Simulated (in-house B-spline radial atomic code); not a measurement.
# RPA and G0W0 on PBEsol: Rb9+

Configuration [Ar] 3d10, mean-field start PBEsol. Computed with an all-electron radial atomic-structure program (B-spline basis): all electrons, non-relativistic, point nucleus, each spin shell either full or empty, empty states to l = 9 with an (l + 1/2)⁻⁴ tail; G0W0 by contour deformation at full frequency.

Without relativity these are model numbers: it shifts the levels of so heavy an element strongly and can reorder them.

Command:
```bash
python run_gw.py task.json out
```
Settings (radii: box in bohr, nucleus in fm):
```
Z                        37
electrons                28
configuration            [Ar] 3d10
hamiltonian              nr
method                   pbesol
lmax                     9
spin_polarised           False
box_radius               7.11
intervals                49
```

Cost of the run: 1.6 s on 1 thread of Arm Neoverse N1, with other jobs on the host.

Energies (hartree):

```csv
term,value
mean-field total,-2913.93719
Hartree-Fock functional on these orbitals,-2914.73697
direct second order,-2.357
second-order exchange,0.68264
SOSEX correction,0.64284
```

**Question.** What is the RPA correlation energy, and what remains with SOSEX?

**Answer.** RPA gives -2.1197 hartree (-2.06 eV per electron); RPA + SOSEX gives -1.4769, and the second-order doubles -1.6743 hartree (no singles). SOSEX takes back 30 % of the RPA value.

Quasi-particle levels (eV):

```tsv
level	occupied	mean field	Σx - vxc	Σc	QP weight	G0W0
3d	yes	-259.00	-22.91	?	?	?
3p	yes	-375.35	-35.10	7.17	0.932	-403.28
4s	no	-157.29	10.37	-1.47	0.995	-148.39
```

G0W0 = mean field + (Σx - vxc) + Σc, with Σc (partial-wave tail included) taken at the quasi-particle energy. Only the outer levels were computed. Levels of low weight are left out.

**Question.** Where does G0W0 put 3d?

**Answer.** At -279.49 eV, with Σc = 2.42 eV and a quasi-particle weight of 0.974. The tabulated removal energy is 277.12 ± 0.12 eV (NIST, measured); the calculation leaves out relativity, Breit and QED terms, and what these don't explain is the method's own error.
